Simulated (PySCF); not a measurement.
Be(Br)(Et) (C2H5BeBr), SMILES C[CH2][Be][Br].

The structure is a stationary point at B3LYP-D3(BJ)/def2-SVP. The structure was generated by enumeration; whether it is a known compound was not checked. Other conformers were not sampled.

Level of theory: PySCF with PBE/def2-TZVPD.

Computed frontier levels, gap, dipole moment and polarisability:
```yaml
highest_occupied_level: -6.81 eV
lowest_empty_level: -1.11 eV
orbital_gap: 5.70 eV
dipole_moment: 1.10 D
quadrupole, principal values (traceless, Buckingham form, about the centre of nuclear charge): -2.28, 0.88, 1.41 D·Å
mean_static_polarisability: 65.6 bohr³ (9.71 Å³)
polarisability_principal_values: 55.4, 59.2, 82.1 bohr³
```
